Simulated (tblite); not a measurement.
Compound: C₅H₁₀BrFSi₂.
Numbering: `[F:1]/[C:2](=[CH:3]\[SiH2:4][CH:5]1[CH2:6][CH2:7]1)[SiH2:8][Br:9]` (hydrogens: H10 on C3; H11, H12 on Si4; H13 on C5; H14, H15 on C6; H16, H17 on C7; H18, H19 on Si8)

Computed with GFN2-xTB (tblite), gas phase: L-BFGS steps from a force-field or distance-geometry start until the largest atomic force falls under 0.01 eV/Å.

Step 95: E = -763.6596 eV
```
atom  x, y, z in Å  |  force x, y, z in eV/Å
F1      2.3376   -1.9973   -0.0511   -0.005   0.098   0.011
C2      2.0815   -0.6569    0.0127   -0.079   0.021   0.008
C3      0.8263   -0.2399   -0.1149    0.083   0.017  -0.038
Si4    -0.6257   -1.3994   -0.4660    0.012   0.008   0.008
C5     -2.2176   -0.3933   -0.4727   -0.014   0.001   0.020
C6     -2.2736    1.0933   -0.6911    0.004  -0.009   0.002
C7     -2.4961    0.5395    0.6760   -0.001   0.024  -0.001
Si8     3.6157    0.4110    0.3053    0.004  -0.007   0.015
Br9     3.5205    2.0404   -1.2020   -0.009  -0.014   0.039
H10     0.6697    0.8299   -0.0570    0.029  -0.080  -0.007
H11    -0.6864   -2.3890    0.6198    0.008   0.006  -0.023
H12    -0.3881   -2.0500   -1.7589   -0.023   0.019  -0.005
H13    -3.0820   -0.9294   -0.8463    0.000  -0.032   0.023
H14    -3.1288    1.4908   -1.2192    0.021  -0.015  -0.013
H15    -1.3642    1.6379   -0.8961    0.017  -0.028   0.013
H16    -3.4914    0.5714    1.0944    0.005  -0.001  -0.013
H17    -1.7175    0.6755    1.4133   -0.021   0.022   0.006
H18     3.5576    1.0851    1.5961   -0.009  -0.013  -0.014
H19     4.8524   -0.3105    0.0652   -0.024  -0.018  -0.028
```

Step 96: E = -763.6608 eV
```
atom  x, y, z in Å  |  force x, y, z in eV/Å
F1      2.3358   -1.9995   -0.0284   -0.005   0.096   0.006
C2      2.0821   -0.6577    0.0108   -0.064   0.027   0.013
C3      0.8291   -0.2394   -0.1347    0.113   0.038  -0.011
Si4    -0.6279   -1.3968   -0.4677    0.034  -0.004   0.009
C5     -2.2192   -0.3916   -0.4744   -0.007  -0.002  -0.002
C6     -2.2785    1.0956   -0.6905    0.004  -0.029  -0.011
C7     -2.4952    0.5389    0.6761   -0.008   0.014  -0.012
Si8     3.6187    0.4085    0.3078   -0.010  -0.016   0.009
Br9     3.5117    2.0582   -1.1773   -0.008  -0.025   0.041
H10     0.6800    0.8322   -0.0916    0.009  -0.078  -0.018
H11    -0.6851   -2.3738    0.6299    0.008   0.002  -0.025
H12    -0.3945   -2.0616   -1.7534   -0.026   0.014  -0.015
H13    -3.0830   -0.9295   -0.8474    0.000  -0.023   0.030
H14    -3.1350    1.4908   -1.2185    0.024  -0.012   0.000
H15    -1.3695    1.6402   -0.8978    0.013  -0.021   0.017
H16    -3.4893    0.5621    1.0971   -0.005   0.023   0.002
H17    -1.7134    0.6749    1.4098   -0.026   0.025   0.015
H18     3.5695    1.0698    1.6065   -0.007  -0.025  -0.024
H19     4.8537   -0.3121    0.0512   -0.039  -0.005  -0.025
```

Task: Estimate the geometry and energy of step 97. (The exact step hangs on the optimiser's Hessian estimate; all steps are aligned on step 96, rigid shifts and turns removed.)

Result: E = -763.6620 eV, largest force 0.088 eV/Å
```
atom  x, y, z in Å  |  force x, y, z in eV/Å
F1      2.3330   -2.0006   -0.0086    0.004   0.082   0.000
C2      2.0834   -0.6577    0.0064   -0.015   0.003   0.029
C3      0.8337   -0.2384   -0.1544    0.077   0.043   0.006
Si4    -0.6290   -1.3937   -0.4680    0.044  -0.006   0.002
C5     -2.2212   -0.3907   -0.4759    0.007  -0.013  -0.008
C6     -2.2832    1.0965   -0.6906    0.010  -0.033  -0.022
C7     -2.4945    0.5387    0.6762   -0.021   0.002  -0.013
Si8     3.6211    0.4055    0.3098   -0.019  -0.017  -0.005
Br9     3.5061    2.0765   -1.1505   -0.008  -0.030   0.036
H10     0.6921    0.8334   -0.1251   -0.018  -0.033  -0.029
H11    -0.6822   -2.3583    0.6400    0.009  -0.006  -0.018
H12    -0.4012   -2.0716   -1.7471   -0.026   0.006  -0.028
H13    -3.0848   -0.9303   -0.8479    0.009  -0.015   0.043
H14    -3.1411    1.4893   -1.2181    0.023  -0.005   0.007
H15    -1.3744    1.6406   -0.9007    0.005  -0.015   0.021
H16    -3.4869    0.5542    1.1004   -0.018   0.045   0.007
H17    -1.7112    0.6768    1.4082   -0.025   0.021   0.009
H18     3.5768    1.0526    1.6151   -0.003  -0.028  -0.010
H19     4.8537   -0.3136    0.0380   -0.035  -0.001  -0.024
```

The energy changes by -0.0012 eV. The first-order estimate −F·Δx gives -0.0017 eV and the mean of the old and new forces, exact on a quadratic surface, -0.0012 eV. The step makes an angle of 84° with the force vector and moves no atom by more than 0.036 Å.

What follows is the cost of the whole relaxation. Hardware: an Arm Neoverse V1 with one thread, shared host with 64 logical CPUs at a one-minute load of 17. Cost: 2.3 s.
